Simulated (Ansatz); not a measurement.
Frontier orbitals of `NC[SiH2]O`.

The species carries charge 0 and has multiplicity 1. Geometry: relaxed with PBE0-D4/def2-TZVP. It is one conformer, not always the lowest. Basis def2-TZVPP, Ansatz 0.2.0.

```tsv
functional	HOMO (eV)	LUMO (eV)	gap (eV)
PBE	-5.81	-0.40	5.41
B97M-V	-6.28	-0.21	6.07
PBE0	-7.26	0.47	7.73
HSE06 (plane-wave form)	-6.85	0.10	6.95
CAM-B3LYP	-8.71	1.31	10.02
ωB97M-V	-9.63	1.99	11.62
```

A quarter of exact exchange (PBE0) shifts PBE's HOMO by −1.45 eV and its LUMO by +0.86 eV; full exchange at long range (ωB97M-V) shifts them by −3.82 and +2.39 eV. The gap opens from 5.41 to 11.63 eV, since occupied levels lose self-interaction and empty ones feel all the electrons. A positive LUMO is unbound and depends on the basis.
